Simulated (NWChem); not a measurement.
System: C3H5ClSi; SMILES C([SiH2]Cl)#CC

Here is an NWChem input.

```
start job
memory heap 200 mb stack 900 mb global 1100 mb
geometry units angstroms noautoz
  C     -3.442257     0.284066    -0.154881
  C     -2.008806     0.128723    -0.329980
  C     -0.793063    -0.002949    -0.477224
  Si     1.004826    -0.195511    -0.691542
  Cl     1.976456    -0.000731     1.144549
  H     -3.671465     0.813633     0.793522
  H     -3.886583     0.872249    -0.984914
  H     -3.953346    -0.700865    -0.124674
  H      1.320417    -1.556002    -1.236550
  H      1.532715     0.867093    -1.607798
end
basis spherical
  C library cc-pvdz
  Si library cc-pvdz
  Cl library cc-pvdz
  H library cc-pvdz
end
dft
  xc xpbe96 cpbe96
  iterations 150
  mulliken
end
task dft energy
```

Geometry: optimised at PBE-D3(BJ)/def2-SVP.

Task: Predict the main results of this run. (PBE/cc-pVDZ.) Quantities: basis functions; energy (Ha); highest occupied level (eV); orbital gap (eV); dipole (D).

Result: number of basis functions: 103
energy (Ha): -866.52
highest occupied level (eV): -6.56
orbital gap (eV): 5.19
dipole (D): 2.85
